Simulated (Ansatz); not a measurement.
`N[Si]([SiH3])(Cl)Cl` → `N[Si]Cl` + `[SiH3]Cl` at 700 K and 1 bar (silylene formation by 1,1-elimination).

Isolated molecules relaxed with PBE0-D4/def2-TZVP in Ansatz; ΔE leaves out vibrations. CCSD(T)/CBS is the MP2 limit (def2-TZVPP, def2-QZVPP) plus CCSD(T) − MP2 in def2-TZVPP, frozen cores. This one scheme is used for every species. Each species was taken in one conformer, which may not be the lowest.

```json
{"species": "`N[Si]([SiH3])(Cl)Cl`", "CCSD(T)/CBS energy (Eh)": "-1555.56297", "H − E (kJ/mol)": "233.9", "S (J/(mol·K))": "522.5"}
{"species": "`N[Si]Cl`", "CCSD(T)/CBS energy (Eh)": "-804.81589", "H − E (kJ/mol)": "116.1", "S (J/(mol·K))": "343.7"}
{"species": "`[SiH3]Cl`", "CCSD(T)/CBS energy (Eh)": "-750.69636", "H − E (kJ/mol)": "107.0", "S (J/(mol·K))": "306.3"}
```

H − E and S are ideal-gas, rigid-rotor, harmonic terms from PBE0-D4/def2-TZVP, for one conformer and one mirror image of each species. 1 Eh = 2625.50 kJ/mol, R = 8.31446 J/(mol·K).

By hand: ΔE, ΔH, ΔS and ΔG.

ΔE = (-804.81589) + (-750.69636) − (-1555.56297) = 0.05072 Eh = 133.2 kJ/mol. Δ(H − E) = 116.1 + 107.0 − 233.9 = -10.8, so ΔH = 122.4 kJ/mol. ΔS = 343.7 + 306.3 − 522.5 = 127.5 J/(mol·K). ΔG = 122.4 − 700 × (127.5)/1000 = 33.2 kJ/mol.

By hand: the equilibrium constant, and the temperature at which ΔG would vanish if ΔH and ΔS stayed fixed.

log₁₀ K = −ΔG/(RT ln 10) = -2.5. ΔG = 0 at ΔH/ΔS = 960 K.

The number of gas molecules changes by +1, which sets the sign of ΔS. A doubt of 5 kJ/mol in ΔE shifts log₁₀ K by 0.4 here. Other conformers and mirror images would add mixing entropy, several J/(mol·K) or more a flexible species. These are equilibria of isolated gas molecules and say nothing of rates. Largest T1 diagnostic: 0.013 (customary marks: 0.02 for closed shells, 0.045 for open ones).
